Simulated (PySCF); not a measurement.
A small calculation by hand: dipole moment from atomic charges

GaHF2, SMILES [F][GaH][F]. Atoms are numbered in the order given.

```xyz
4

Ga     0.0000     0.0000    -0.3203
H      0.0000     0.0000    -1.8535
F      0.0000    -1.4470     0.6546
F      0.0000     1.4470     0.6546
```
Charge 0, spin multiplicity 1.

Geometry: ωB97X-D3(BJ)/def2-TZVP.

Charges (e) from PySCF with PBE0/def2-TZVPD:

```
atom     IAO  ESP fit
----  ------  -------
Ga1    1.207    1.036
H2    -0.134   -0.171
F3    -0.536   -0.432
F4    -0.536   -0.432
```

The dipole moment of the full density is 2.62 D.

Question: What dipole moment does each set of point charges give, and which comes closer to that of the density?

Answer: 
μ = Σ q r, and 1 e Å = 4.8032 D.
IAO: Σ q r = (0.000, 0.000, -0.840) e Å, |μ| = 4.03 D.
ESP fit: Σ q r = (0.000, 0.000, -0.580) e Å, |μ| = 2.79 D.
ESP fit comes closer in size. Point charges leave out the atoms' own dipoles (lone pairs, polarised bonds); fits to the potential absorb them, partitions of the density don't.
